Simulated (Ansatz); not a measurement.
CH₆NOSbSi (`C=[N][SbH][SiH2]O`) at its PBE0-D4/def2-TZVP geometry, where that method's forces vanish. Total charge 0; spin multiplicity 1. Sb takes the def2 core potential.

```xyz
11

C     1.9353   -0.8113   -0.3966
N     1.8210    0.2429   -1.0717
Sb   -0.0159    0.8914   -1.7638
Si   -1.4979    0.0706    0.1889
O    -0.7126    0.3580    1.6138
H     2.9388   -1.1424   -0.1004
H     1.1119   -1.4558   -0.0543
H     0.1473    2.4099   -0.9990
H    -1.8008   -1.3854    0.0500
H    -2.8048    0.7884    0.1153
H    -1.1222    0.0337    2.4179
```

(1) What forces (eV/Å) does ωB97M-V/def2-TZVPP give on these atoms in the Gaussian-basis code of Ansatz? (An estimate is asked.)

Answers

(1) Computed: 
```
C1   0.099 -0.104  0.083
N2  -0.079  0.036 -0.050
Sb3 -0.017  0.066  0.209
Si4 -0.126 -0.076 -0.218
O5   0.006 -0.004  0.089
H6  -0.108  0.023 -0.017
H7   0.023  0.068 -0.042
H8  -0.019 -0.117 -0.064
H9   0.030  0.165  0.019
H10  0.156 -0.078  0.004
H11  0.036  0.021 -0.015
```
